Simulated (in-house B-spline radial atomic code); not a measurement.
How numerical settings move a run on C3+, [He] 2s1. Computed with a B-spline radial code for spherical atoms: Dirac-Hartree-Fock, average of configuration, Fermi nucleus of rms radius 2.4702 fm.

Command:
```bash
python run_scf.py task.json out
```
Settings of the sound reference run:
```
Z                6
electrons        3
configuration    [He] 2s1
hamiltonian      dirac
method           hf
spin_polarised   False
nucleus          fermi
rms_radius       2.4702
mass_number      12
atomic_mass      12
speed_of_light   137.036
knot_spacing     0.22
spline_order     8
gauss_points     12
box_radius       16.22
max_iterations   70
damping          0.5
damped_steps     3
diis_vectors     10
tolerance        1e-08
start            Thomas-Fermi
```

Cost of the run: 0.6 s on 1 thread of Arm Neoverse N1, on a shared host.

It converges in 7 iterations to -34.741961 hartree, with 2s1/2 at -64.3852 eV. The other runs change the listed settings, some to values that make no sense; their results aren't properties of the atom or ion. Radii are in bohr (the nuclear one in fm), a minus after a letter asks for a j subshell, and «unchanged» means within 1e-8 hartree. The run stops when the residual is below 10 × tolerance × max(1, Z/10), or a noise floor if that is larger, and the energy moves by less than 1e-8 × √|E| hartree; so very loose and very tight tolerances often act alike.

```tsv
changed settings	outcome
electrons = 11, configuration = [He] 2s1 4s2 4p6, max_iterations = 60	not converged after 60 iterations, last residual 2.3e-02
spin_polarised = True	stopped with error: spin polarisation is not served with the Dirac Hamiltonian
first_knot = 0.0167	converged in 7 iterations, energy +3.47e-05 hartree from the reference, 2s1/2 level +3.1e-05 eV
gauss_points = 4, box_radius = 8.11, max_iterations = 100, damped_steps = 30, diis_vectors = 0	converged in 16 iterations, energy unchanged
knot_spacing = 0.3, max_iterations = 75, damped_steps = 8, diis_vectors = 20, tolerance = 1e-06	converged in 10 iterations, energy +1.18e-08 hartree from the reference, 2s1/2 level -3.2e-06 eV
first_knot = 0.00167	converged in 7 iterations, energy +1.53e-06 hartree from the reference, 2s1/2 level +1.3e-06 eV
tolerance = 1e-06	converged in 6 iterations, energy unchanged, 2s1/2 level -3.4e-06 eV
gauss_points = 5, box_radius = 3.24, max_iterations = 100, diis_vectors = 4, start = bare nucleus	converged in 7 iterations, energy +1.16e-02 hartree from the reference, 2s1/2 level +3.2e-01 eV (the program warns: 2s1/2 reaches the box edge)
first_knot = 0.167	converged in 7 iterations, energy +3.77e-03 hartree from the reference, 2s1/2 level +3.3e-03 eV
```

What happens with first_knot = 0.05?

Converged in 7 iterations, energy +3.38e-04 hartree from the reference, 2s1/2 level +3.0e-04 eV.

What happens with max_iterations = 60, damping = 0.95, tolerance = 1e-06?

Converged in 7 iterations, energy unchanged.

What happens with electrons = 5, configuration = [He] 2s3, max_iterations = 100?

Stopped with error: shell 2s holds at most 2 electrons.

What happens with gauss_points = 3?

Converged in 7 iterations, energy +3.54e-07 hartree from the reference, 2s1/2 level -6.7e-07 eV.
